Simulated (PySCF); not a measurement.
These are PySCF 2.14.0 with PBE-D3(BJ)/def2-TZVP // PBE0-D3(BJ)/def2-TZVP values and carry that method's errors. Isolated molecules, 0 K electronic values unless said otherwise. One relaxed conformer stands for a flexible species; it need not be the lowest. 

Reference species (SMILES): `N[Si](N)(N)N` (neutral, multiplicity 1).

| Item | Value |
|---|---|
| S1 oscillator strength | 0.000 |
| HOMO | -5.22 eV |
| HOMO–LUMO gap | 5.27 eV |

Changed species: `Br[Si](Br)(Br)N` (1 of 4 Br replaced by NH2; the reference has 4 of 4 Br replaced by NH2).

**Question.** Predict the effect on the S1 oscillator strength, HOMO and HOMO–LUMO gap.

**Answer.** the S1 oscillator strength hardly moves; the HOMO drops by 1.51 eV, to -6.73 eV; the HOMO–LUMO gap falls by 0.21 eV, to 5.06 eV.
